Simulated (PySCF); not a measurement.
PySCF job for H3Si2, SMILES [SiH][SiH2] (connectivity only; charge and spin as stated), neutral, multiplicity 2, ωB97X-D3(BJ)/def2-TZVP. Coordinates come from a ωB97X-D3(BJ)/def2-TZVP optimisation. The isomer is the one that the SMILES or the coordinates give; other isomers of the formula were not compared.

```python
import numpy as np
from pyscf import gto, scf, dft, df
from pyscf.hessian import thermo

mol = gto.M(
    atom='''
    Si    0.10164936    1.22181458    0.00000000
    Si    0.00032525   -1.03581992   -0.00000000
    H    -1.41938176    1.22282556   -0.00000000
    H    -1.20363277   -1.90746029    0.00000000
    H     1.19536991   -1.91929059    0.00000000
    ''',
    basis='def2-TZVP',
    charge=0,
    spin=1,
    max_memory=1600,
    verbose=3,
)
mf = dft.UKS(mol, xc='wb97x-d3bj').density_fit(auxbasis='def2-universal-jkfit')
mf.grids.level = 3
mf.conv_tol = 1e-11
mf.max_cycle = 100
mf.kernel()
fine, coarse = mf.grids, dft.Grids(mol).set(level=1).build(with_non0tab=True)
for _ in range(3):  # follow internal instabilities
    mf.grids = coarse
    mo, _, stable, _ = mf.stability(return_status=True, nroots=4)
    mf.grids = fine
    if stable:
        break
    mf.kernel(mf.make_rdm1(mo, mf.mo_occ))

# [left out here: the lines that compute and print the analytic Hessian (its translational invariance restored by hand, since the grid's response is missing), thermochemistry and intensities]
```

Output:

```

WARN: HOMO -0.187291208562995 >= LUMO -0.187291208562995

converged SCF energy = -580.743475532385  <S^2> = 0.75354363  2S+1 = 2.0035405
<class 'pyscf.df.df_jk.DFUKS'> wavefunction is stable in the internal stability analysis

WARN: DFTD3 does not support analytical Hessian, using finite difference


WARN: Mole.unit (angstrom) is changed to Bohr

Mode                                 0                   1                   2
Irrep
Freq [cm^-1]                      167.9568            407.6863            422.3873
Reduced mass [au]                   1.0784              1.0617              1.0932
Force const [Dyne/A]                0.0179              0.1040              0.1149
Char temp [K]                     241.6525            586.5698            607.7213
Normal mode                   x     y     z       x     y     z       x     y     z
       0  Si                -0.00 -0.00 -0.03    0.01 -0.01 -0.00   -0.00  0.00 -0.00
       1  Si                 0.00  0.00  0.04   -0.04 -0.01 -0.00    0.00 -0.00 -0.05
       2   H                -0.00 -0.00  0.59    0.02  0.51  0.00   -0.00 -0.00  0.44
       3   H                -0.00  0.00 -0.76    0.31 -0.50  0.00   -0.00  0.00  0.27
       4   H                -0.00 -0.00  0.01    0.32  0.48  0.00   -0.00 -0.00  0.80
Mode                                 3                   4                   5
Irrep
Freq [cm^-1]                      492.3113            723.7397            979.0760
Reduced mass [au]                   9.1384              1.1629              1.0619
Force const [Dyne/A]                1.3050              0.3589              0.5997
Char temp [K]                     708.3263           1041.3002           1408.6723
Normal mode                   x     y     z       x     y     z       x     y     z
       0  Si                 0.00 -0.13  0.00   -0.03 -0.04  0.00    0.00  0.01  0.00
       1  Si                -0.01  0.13 -0.00    0.05  0.01 -0.00   -0.01 -0.04 -0.00
       2   H                 0.00 -0.16  0.00   -0.01  0.81  0.00   -0.00 -0.10 -0.00
       3   H                 0.04  0.07  0.00   -0.20  0.34  0.00   -0.39  0.52  0.00
       4   H                 0.05  0.20  0.00   -0.11 -0.18  0.00    0.43  0.57 -0.00
Mode                                 6                   7                   8
Irrep
Freq [cm^-1]                     2072.2751           2229.5755           2242.6413
Reduced mass [au]                   1.0411              1.0329              1.0509
Force const [Dyne/A]                2.6342              3.0252              3.1140
Char temp [K]                    2981.5425           3207.8627           3226.6615
Normal mode                   x     y     z       x     y     z       x     y     z
       0  Si                 0.03 -0.00  0.00    0.00 -0.00  0.00    0.00  0.00  0.00
       1  Si                -0.00 -0.00  0.00    0.01  0.03 -0.00    0.04 -0.01 -0.00
       2   H                -0.98  0.03 -0.00   -0.03  0.00 -0.00   -0.04 -0.01 -0.00
       3   H                 0.04  0.03 -0.00   -0.69 -0.48  0.00   -0.40 -0.30  0.00
       4   H                 0.01 -0.02 -0.00    0.42 -0.29  0.00   -0.67  0.50 -0.00
temperature 298.1500 [K]
pressure 101325.00 [Pa]
Rotational constants [GHz] 98.12135 6.24929 5.87511
Symmetry number 1
Zero-point energy (ZPE) 0.02218 [Eh]   58244.076 [J/mol]
                           tot       elec      trans        rot        vib
Entropy [J/mol/K]       279.853      5.763    159.641     92.117     22.332
Cv [J/mol/K]             55.184      0.000     12.472     12.472     30.241
Cp [J/mol/K]             63.499      0.000     20.786     12.472     30.241
Internal energy [J/mol]                      3718.434   3718.434  62384.373
Internal energy [Eh]   -580.71688  -580.74348
Enthalpy [J/mol]                             6197.391   3718.434  62384.373
Enthalpy [Eh]          -580.71594
Gibbs free energy [J/mol]                  -41399.438 -23746.239  55726.096
Gibbs free energy [Eh] -580.74772
mode   freq/cm-1   IR/(km/mol)
   1      167.96         2.255
   2      407.69        13.482
   3      422.39         4.102
   4      492.31        11.424
   5      723.74        42.817
   6      979.08        84.501
   7     2072.28       171.450
   8     2229.58       107.132
   9     2242.64       112.331
max |gradient| / (hartree/bohr): 3.6313731626067512e-06
APT charges: [ 0.2256  0.3424 -0.1783 -0.204  -0.1857]
```

The calculation finished and met its thresholds.

Cost: roughly 70 core-seconds.
